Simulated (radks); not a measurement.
Results of a calculation; reference values are marked as such.
Problem. Code: a radial shooting solver on a logarithmic mesh with Libxc functionals. Model: scalar-relativistic Kohn-Sham, r2SCAN, spin-polarised, spherical densities, finite nucleus; open shells are filled with parallel spins first (spin-orbit coupling, left out, can overturn this in heavy ions); meta-GGA in the generalised Kohn-Sham scheme; Fermi nuclear charge, rms radius of each element as measured or else 0.836 A^(1/3) + 0.57 fm. Each species is in its NIST ground configuration. Rank Tc3+, Nb3+, Sn3+, Ru3+, Zr3+, Te3+, Sb3+, In3+, Rh3+, Pd3+, Rb3+, I3+, Mo3+, Sr3+, Cd3+, Ag3+, Xe3+ by radius at which the density is 0.001 e/bohr^3 (bohr), largest first.

Solution. I3+ 3.64, Xe3+ 3.62, Te3+ 3.60, Sb3+ 3.44, Sn3+ 3.32, Nb3+ 3.27, Mo3+ 3.26, Zr3+ 3.23, Tc3+ 3.22, Rb3+ 3.19, Ru3+ 3.17, Sr3+ 3.14, Rh3+ 3.14, Pd3+ 3.10, Ag3+ 3.05, Cd3+ 3.01, In3+ 2.96.
